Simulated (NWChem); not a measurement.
System: PbH₂S, singlet; SMILES [PbH][SH]

Here is an NWChem input.

```
start job
memory heap 200 mb stack 900 mb global 1100 mb
geometry units angstroms noautoz
  Pb     0.055389     0.449014     0.000000
  H     -1.795845     0.514457     0.000000
  S     -0.084405    -2.082135     0.000000
  H      1.254242    -2.272117     0.000000
end
basis spherical
  * library def2-svp
end
ecp
  Pb library def2-ecp
end
dft
  xc xpbe96 cpbe96
  grid xcoarse
  iterations 150
  mulliken
end
task dft gradient
```

NWChem printed, in part:

```
             Northwest Computational Chemistry Package (NWChem) 7.3.0
             --------------------------------------------------------

 CS  symmetry detected

                             Geometry "geometry" -> ""
                             -------------------------

 Output coordinates in angstroms (scale by  1.889725989 to convert to a.u.)

  No.       Tag          Charge          X              Y              Z
 ---- ---------------- ---------- -------------- -------------- --------------
    1 Pb                  82.0000     0.01403448     0.43227897     0.00000000
    2 H                    1.0000    -1.83835508     0.43402534     0.00000000
    3 S                   16.0000    -0.03863885    -2.10218017     0.00000000
    4 H                    1.0000     1.30574934    -2.24601809     0.00000000

 Effective nuclear repulsion energy (a.u.)     321.0082155466

      Symmetry information
      --------------------

 Group name             Cs
 Group number              2
 Group order               2
 No. of unique centers     4

 Summary of "ao basis" -> "ao basis" (spherical)
 ------------------------------------------------------------------------------
       Tag                 Description            Shells   Functions and Types
 ---------------- ------------------------------  ------  ---------------------
 Pb                         def2-svp                10       26   4s4p2d
 H                          def2-svp                 3        5   2s1p
 S                          def2-svp                 8       18   4s3p1d

      Symmetry analysis of basis
      --------------------------

        a'         39
        a"         15

            General Information
            -------------------
          SCF calculation type: DFT
          Wavefunction type:  closed shell.
          No. of atoms     :     4
          No. of electrons :    40
           Alpha electrons :    20
            Beta electrons :    20
          Charge           :     0
          Spin multiplicity:     1
          Use of symmetry is: on ; symmetry adaption is: on
          Maximum number of iterations: 150
          AO basis - number of functions:    54
                     number of shells:    24
          Convergence on energy requested:  1.00D-06
          Convergence on density requested:  1.00D-05
          Convergence on gradient requested:  5.00D-04

              XC Information
              --------------
          PerdewBurkeErnzerhof Exchange Functional  1.000
            Perdew 1991 LDA Correlation Functional  1.000 local
           PerdewBurkeErnz. Correlation Functional  1.000 non-local

             Grid Information
             ----------------
          Grid used for XC integration:  xcoarse
          Radial quadrature: Mura-Knowles
          Angular quadrature: Lebedev.
          Tag              B.-S. Rad. Rad. Pts. Rad. Cut. Ang. Pts.
          ---              ---------- --------- --------- ---------
          Pb                  1.80       84           8.0       194
          H                   0.35       21          10.0       194
          S                   1.00       42           8.0       194
          Grid pruning is: on
          Number of quadrature shells:   168
          Spatial weights used:  Erf1

      Superposition of Atomic Density Guess
      -------------------------------------

 Sum of atomic energies:        -617.70596974

      Non-variational initial energy
      ------------------------------

 Total energy =    -590.242670
 1-e energy   =   -1071.219928
 2-e energy   =     388.185183
 HOMO         =      -0.245865
 LUMO         =      -0.055308

      Symmetry analysis of molecular orbitals - initial
      -------------------------------------------------

  Numbering of irreducible representations:

     1 a'          2 a"

  Orbital symmetries:

     1 a'          2 a'          3 a'          4 a'          5 a"
     6 a'          7 a'          8 a'          9 a"         10 a'
    11 a'         12 a'         13 a"         14 a"         15 a'
    16 a'         17 a'         18 a'         19 a"         20 a'
    21 a"         22 a'         23 a'         24 a'         25 a'
    26 a'         27 a'         28 a"         29 a'         30 a"

     ---------------------------------------------
      Total Density - Mulliken Population Analysis
     ---------------------------------------------

    Atom       Charge   Shell Charges
 -----------   ------   -------------------------------------------------------
    1 Pb  22    21.22   2.99 -0.95  1.19  0.68  3.37  2.62  0.72  0.55  9.73  0.32
    2 H    1     1.29   0.70  0.58  0.01
    3 S   16    16.69   2.00  1.99  1.21  0.66  5.94  1.84  3.02  0.02
    4 H    1     0.80   0.58  0.19  0.03

   convergence    iter        energy       DeltaE   RMS-Dens  Diis-err
 ---------------- ----- ----------------- --------- --------- ---------
 d= 0,ls=0.0,diis     1   -591.9554792135 -6.85D+02  3.77D-02  2.85D-01
 d= 0,ls=0.0,diis     2   -591.5484555449  4.07D-01  2.91D-02  2.01D+00
 d= 0,ls=0.0,diis     3   -591.9882352624 -4.40D-01  7.78D-03  7.22D-02
 d= 0,ls=0.0,diis     4   -592.0018816285 -1.36D-02  3.06D-03  1.32D-02
 d= 0,ls=0.0,diis     5   -592.0046332104 -2.75D-03  7.66D-04  6.81D-04
  Resetting Diis
 d= 0,ls=0.0,diis     6   -592.0047804520 -1.47D-04  1.74D-04  7.50D-05
 d= 0,ls=0.0,diis     7   -592.0047982036 -1.78D-05  1.74D-04  4.12D-06
 d= 0,ls=0.0,diis     8   -592.0047907476  7.46D-06  1.20D-04  3.72D-05
 d= 0,ls=0.0,diis     9   -592.0047992939 -8.55D-06  8.52D-06  1.32D-07
 d= 0,ls=0.0,diis    10   -592.0047993269 -3.30D-08  1.79D-06  6.54D-09

         Total DFT energy =     -592.004799326948
      One electron energy =    -1072.496379062111
           Coulomb energy =      429.983947802806
    Exchange-Corr. energy =      -42.284443418240
 Nuclear repulsion energy =       92.792075350597

 Numeric. integr. density =       39.997679816590

                  Occupations of the irreducible representations
                  ----------------------------------------------

                     irrep           alpha         beta
                     --------     --------     --------
                     a'               15.0         15.0
                     a"                5.0          5.0

                       DFT Final Molecular Orbital Analysis
                       ------------------------------------

 Vector   18  Occ=2.000000D+00  E=-2.526584D-01  Symmetry=a'
              MO Center= -4.1D-01, -8.7D-01, -6.1D-16, r^2= 3.9D+00
   Bfn.  Coefficient  Atom+Function         Bfn.  Coefficient  Atom+Function
  ----- ------------  ---------------      ----- ------------  ---------------
    43      0.425895  3 S  py                40      0.326572  3 S  py
    12     -0.245423  1 Pb py                27     -0.243779  2 H  s
    11      0.218741  1 Pb px                37      0.187342  3 S  py
    28     -0.155495  2 H  s                 21      0.138167  1 Pb d  2
    14      0.133312  1 Pb px                15     -0.108737  1 Pb py

 Vector   19  Occ=2.000000D+00  E=-2.247204D-01  Symmetry=a"
              MO Center= -1.1D-02, -1.8D+00,  2.2D-13, r^2= 2.1D+00
   Bfn.  Coefficient  Atom+Function         Bfn.  Coefficient  Atom+Function
  ----- ------------  ---------------      ----- ------------  ---------------
    44      0.600221  3 S  pz                41      0.420596  3 S  pz
    38      0.242191  3 S  pz                13      0.176622  1 Pb pz
    16      0.159892  1 Pb pz                18      0.065951  1 Pb d -1
    10     -0.063954  1 Pb pz                 7     -0.062471  1 Pb pz
    23     -0.039373  1 Pb d -1

 Vector   20  Occ=2.000000D+00  E=-2.154504D-01  Symmetry=a'
              MO Center= -3.6D-01, -2.9D-02,  2.5D-16, r^2= 4.2D+00
   Bfn.  Coefficient  Atom+Function         Bfn.  Coefficient  Atom+Function
  ----- ------------  ---------------      ----- ------------  ---------------
     3      0.327089  1 Pb s                 11      0.319785  1 Pb px
    27     -0.300972  2 H  s                 43     -0.291092  3 S  py
     4      0.258166  1 Pb s                 28     -0.256217  2 H  s
     1     -0.216539  1 Pb s                 40     -0.205379  3 S  py
    12      0.189148  1 Pb py                14      0.179323  1 Pb px

 Vector   21  Occ=0.000000D+00  E=-1.181197D-01  Symmetry=a"
              MO Center=  3.3D-04,  1.8D-01, -5.2D-15, r^2= 4.0D+00
   Bfn.  Coefficient  Atom+Function         Bfn.  Coefficient  Atom+Function
  ----- ------------  ---------------      ----- ------------  ---------------
    13      0.569823  1 Pb pz                16      0.546576  1 Pb pz
    44     -0.315695  3 S  pz                10     -0.190404  1 Pb pz
    41     -0.185525  3 S  pz                 7     -0.184500  1 Pb pz
    38     -0.105443  3 S  pz                46      0.026740  3 S  d -1
    18     -0.025032  1 Pb d -1

 Vector   22  Occ=0.000000D+00  E=-3.830051D-02  Symmetry=a'
              MO Center=  4.4D-02,  2.1D-01, -7.5D-15, r^2= 5.3D+00
   Bfn.  Coefficient  Atom+Function         Bfn.  Coefficient  Atom+Function
  ----- ------------  ---------------      ----- ------------  ---------------
    15      0.813602  1 Pb py                43      0.521796  3 S  py
    35      0.448010  3 S  s                 12      0.428769  1 Pb py
    40      0.224144  3 S  py                14     -0.217953  1 Pb px
     3     -0.214182  1 Pb s                 34      0.187240  3 S  s
    28     -0.177957  2 H  s                  9     -0.145902  1 Pb py

 Vector   23  Occ=0.000000D+00  E= 6.921709D-03  Symmetry=a'
              MO Center=  3.0D-01, -1.4D-01, -1.1D-14, r^2= 5.8D+00
   Bfn.  Coefficient  Atom+Function         Bfn.  Coefficient  Atom+Function
  ----- ------------  ---------------      ----- ------------  ---------------
    28      0.951208  2 H  s                 14      0.868571  1 Pb px
     3     -0.595714  1 Pb s                 51      0.531185  4 H  s
    42     -0.497229  3 S  px                11      0.313613  1 Pb px
     1      0.246454  1 Pb s                 43      0.226282  3 S  py
    15      0.200985  1 Pb py                27      0.196300  2 H  s

     ---------------------------------------------
      Total Density - Mulliken Population Analysis
     ---------------------------------------------

    Atom       Charge   Shell Charges
 -----------   ------   -------------------------------------------------------
    1 Pb  22    21.70   3.01 -0.94  1.36  0.50  3.36  2.66  1.03  0.66  9.64  0.43
    2 H    1     1.12   0.67  0.45  0.01
    3 S   16    16.25   2.00  1.98  1.27  0.64  5.92  1.79  2.62  0.03
    4 H    1     0.92   0.71  0.18  0.03

     -------------------------------------------
      Total Density - Lowdin Population Analysis
     -------------------------------------------

    Atom       Charge   Shell Charges
 -----------   ------   -------------------------------------------------------
    1 Pb  22    21.86   1.49  0.48  1.10  0.75  3.09  2.72  1.15  0.92  9.27  0.88
    2 H    1     1.12   0.60  0.49  0.02
    3 S   16    16.00   2.00  1.95  1.01  0.71  5.81  1.87  2.61  0.04
    4 H    1     1.02   0.62  0.32  0.08

     Multipole analysis of the density
     ---------------------------------

     L   x y z        total         alpha         beta         nuclear
     -   - - -        -----         -----         ----         -------
     0   0 0 0     -0.000000    -20.000000    -20.000000     40.000000

     1   1 0 0      0.688310      1.139795      1.139795     -1.591279
     1   0 1 0      0.692288     24.852808     24.852808    -49.013328
     1   0 0 1      0.000000      0.000000      0.000000      0.000000

     2   2 0 0    -32.682556    -25.470260    -25.470260     18.257964
     2   1 1 0     -1.798447      3.203119      3.203119     -8.204686
     2   1 0 1      0.000000      0.000000      0.000000      0.000000
     2   0 2 0    -33.417213   -159.641511   -159.641511    285.865810
     2   0 1 1     -0.000000     -0.000000     -0.000000      0.000000
     2   0 0 2    -30.232454    -15.116227    -15.116227      0.000000

            General Information
            -------------------
          SCF calculation type: DFT
          Wavefunction type:  closed shell.
          No. of atoms     :     4
          No. of electrons :    40
           Alpha electrons :    20
            Beta electrons :    20
          Charge           :     0
          Spin multiplicity:     1
          Use of symmetry is: on ; symmetry adaption is: on
          Maximum number of iterations: 150
          AO basis - number of functions:    54
                     number of shells:    24
          Convergence on energy requested:  1.00D-06
          Convergence on density requested:  1.00D-05
          Convergence on gradient requested:  5.00D-04

              XC Information
              --------------
          PerdewBurkeErnzerhof Exchange Functional  1.000
            Perdew 1991 LDA Correlation Functional  1.000 local
           PerdewBurkeErnz. Correlation Functional  1.000 non-local

             Grid Information
             ----------------
          Grid used for XC integration:  xcoarse
          Radial quadrature: Mura-Knowles
          Angular quadrature: Lebedev.
          Tag              B.-S. Rad. Rad. Pts. Rad. Cut. Ang. Pts.
          ---              ---------- --------- --------- ---------
          Pb                  1.80       84           8.0       194
          H                   0.35       21          10.0       194
          S                   1.00       42           8.0       194
          Grid pruning is: on
          Number of quadrature shells:   168
          Spatial weights used:  Erf1

          Convergence Information
          -----------------------
          Convergence aids based upon iterative change in
          total energy or number of iterations.
          Levelshifting, if invoked, occurs when the
          HOMO/LUMO gap drops below (HL_TOL):  1.00D-02
          DIIS, if invoked, will attempt to extrapolate
          using up to (NFOCK): 10 stored Fock matrices.

                    Damping( 0%)  Levelshifting(0.5)       DIIS
                  --------------- ------------------- ---------------
          dE  on:    start            ASAP                start
          dE off:    2 iters        150 iters           150 iters

                            NWChem DFT Gradient Module
                            --------------------------

  charge          =   0.00
  wavefunction    = closed shell

  Using symmetry

                         DFT ENERGY GRADIENTS

    atom               coordinates                        gradient
                 x          y          z           x          y          z
   1 Pb      0.026521   0.816889   0.000000    0.000931  -0.005202   0.000000
   2 H      -3.473987   0.820189   0.000000   -0.001246   0.000226   0.000000
   3 S      -0.073017  -3.972545   0.000000    0.004662   0.004804   0.000000
   4 H       2.467508  -4.244359   0.000000   -0.004348   0.000172   0.000000
```

Level: PBE/def2-SVP with def2 effective core potentials on Pb. Low-valent species are run as closed-shell singlets; no triplet was tried in these runs. The geometry was optimised at PBE0/def2-SVP. def2 effective core potentials on Pb; no spin-orbit coupling.
